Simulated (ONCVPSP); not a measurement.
## An all-electron radial function and its pseudo partner (P (Z = 15))

Columns: radius, all-electron u(r) and pseudo u(r) of the 2s shell (level -173.57 eV) of phosphorus in the configuration [He] 2s2 2p6 3s2 3p3; PBEsol, scalar-relativistic, ONCV scheme, ONCVPSP 4.0.1.

```tsv
r (bohr)	all-electron	pseudo
0.053	-0.6688	0.1924
0.105	-0.3715	0.3970
0.158	0.1720	0.6263
0.210	0.6680	0.8598
0.262	1.0410	1.0779
0.315	1.2839	1.2567
0.368	1.4085	1.3717
0.420	1.4431	1.4171
0.473	1.4143	1.4012
0.525	1.3443	1.3392
0.578	1.2477	1.2463
0.630	1.1397	1.1393
0.683	1.0250	1.0248
0.735	0.9137	0.9135
0.788	0.8054	0.8052
0.840	0.7065	0.7063
0.893	0.6143	0.6141
0.945	0.5328	0.5327
0.998	0.4589	0.4588
1.050	0.3949	0.3949
1.102	0.3389	0.3388
1.155	0.2892	0.2891
1.208	0.2462	0.2461
1.260	0.2098	0.2097
1.313	0.1778	0.1778
1.365	0.1510	0.1510
```

Problem. How many radial nodes do the two functions have?

Solution. The all-electron 2s function has n − l − 1 = 1; the pseudo-wave has 0, since the states of the same l below it are removed with the core.

Problem. At about which radius was the pseudo-wave matched?

Solution. 0.70 bohr. The columns agree to 0.0005 from 0.63 bohr on; several derivatives are matched, so the curves merge somewhat inside the radius.

Problem. Is the pseudo-wave norm-conserving?

Solution. Yes: the ONCV scheme keeps the norm inside the radius equal to the all-electron one, which fixes the energy derivative of the logarithmic derivative at the level.
